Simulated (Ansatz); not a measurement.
System: tribromoborane, BBr₃, charge 0, multiplicity 1. SMILES: BrB(Br)Br
Coordinates optimised at B3LYP-D3(BJ)/def2-TZVP (Ansatz, a quantum-chemistry and plane-wave program):
```xyz
4

B      0.0000     0.0000     0.0000
Br     1.6561    -0.9245     0.2018
Br    -1.5101    -0.8993    -0.7409
Br    -0.1460     1.8237     0.5390
```
Charge 0, spin multiplicity 1.

Quantity: atomisation energy (electronic, to ground-state atoms), in kcal/mol. Cores are frozen in the correlated levels unless marked. Open shells are spin-unrestricted. No spin-orbit coupling. Frozen are the shells of the preceding noble gas and the d and f shells that filled before the atom's block. No relativistic terms. FCI takes restricted orbitals. The coupled-cluster limit lacks core correlation, which all-electron functionals hold. CBS(X,Y): correlation extrapolated as X^-3; Hartree-Fock from the larger set.

```json
[
 {"level": "r2SCAN-D4/def2-TZVPD", "program": "Ansatz + dftd4", "atomisation energy (kcal/mol)": "287.3"},
 {"level": "PBE0/def2-SVP", "program": "Ansatz", "atomisation energy (kcal/mol)": "287.8"}
]
```

Task: Predict the CCSD(T)/CBS(aug-cc-pVTZ,aug-cc-pVQZ) result (Ansatz).

Result: 274.8 kcal/mol
